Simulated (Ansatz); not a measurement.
Mulliken charges of `C[Si](F)(Cl)I` from B3LYP/def2-TZVPP in Ansatz (PBE0-D4/def2-TZVP geometry).

```json
{"atom": "C1", "x (Å)": "-0.765", "y (Å)": "-0.337", "z (Å)": "0.626", "charge (e)": "-0.383"}
{"atom": "Si2", "x (Å)": "0.646", "y (Å)": "0.130", "z (Å)": "-0.460", "charge (e)": "0.674"}
{"atom": "F3", "x (Å)": "1.967", "y (Å)": "-0.607", "z (Å)": "0.026", "charge (e)": "-0.293"}
{"atom": "Cl4", "x (Å)": "0.313", "y (Å)": "-0.454", "z (Å)": "-2.383", "charge (e)": "-0.215"}
{"atom": "I5", "x (Å)": "1.083", "y (Å)": "2.514", "z (Å)": "-0.402", "charge (e)": "-0.147"}
{"atom": "H6", "x (Å)": "-0.916", "y (Å)": "-1.419", "z (Å)": "0.588", "charge (e)": "0.120"}
{"atom": "H7", "x (Å)": "-0.558", "y (Å)": "-0.042", "z (Å)": "1.656", "charge (e)": "0.122"}
{"atom": "H8", "x (Å)": "-1.678", "y (Å)": "0.158", "z (Å)": "0.293", "charge (e)": "0.123"}
```

Task: By hand: the dipole of these point charges (1 e Å = 4.8032 D).

Result: Σ q r = (-0.459, -0.033, 0.323) e Å, of length 0.562 e Å = 2.70 D.

Task: How does the dipole of the full density compare? (Best estimate.)

Result: Ansatz gave: (-0.348, -0.048, 0.218) e Å, 1.99 D; the point charges give 1.36 times that, at 5° from its direction.

Point charges leave out the atoms' own dipoles, such as those of lone pairs, and Mulliken's split depends on the basis, so the two needn't agree.

B3LYP here is the variant with VWN-RPA as its local correlation; programs differ in this.
